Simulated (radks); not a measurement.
Question: Coherent X-ray form factor from a spherical all-electron density. Calculated with a radial shooting solver on a logarithmic mesh with Libxc functionals: scalar-relativistic Kohn-Sham, BLYP, spin-polarised, spherical densities, finite nucleus; Fermi nuclear charge, rms radius of each element as measured or else 0.836 A^(1/3) + 0.57 fm.

sin(theta)/lambda (1/angstrom)  f0 (electrons)
0.05                                    64.394
0.1                                     62.667
0.15                                    60.065
0.2                                     56.909
0.25                                    53.511
0.3                                     50.118
0.4                                     43.901
0.5                                     38.692
0.6                                     34.355
0.8                                     27.529
1                                       22.605
1.25                                    18.584
1.5                                     16.072
2                                       12.571

The species is in the configuration that NIST lists as its ground one. Which atom or ion scatters so?

Answer: The erbium ion Er3+, [Xe] 4f11. Extrapolating in s^2 from the first two rows gives f0(0) = 65.0, near the electron count 65; among species with that count, the fall with angle is slower the higher Z, and the table is that of Z = 68; from so few rows the species is fixed only to a neighbour or two.
